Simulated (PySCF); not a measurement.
## H₂In, SMILES `[InH2]` (charge 0, multiplicity 2)

Method: TPSSh-D3(BJ)/def2-TZVP // B3LYP-D3(BJ)/def2-TZVP (PySCF).

| Quantity | Value |
|---|---|
| highest occupied spin orbital | -5.01 eV |
| dipole moment | 0.52 D |
| total energy | -191.2082 Ha |
| cost | very roughly 21 core-seconds |

Bonded distances (Å): In1–H2 1.773, In1–H3 1.773. Angles (°): H2–In1–H3 119.9.
Charge 0, spin multiplicity 2.
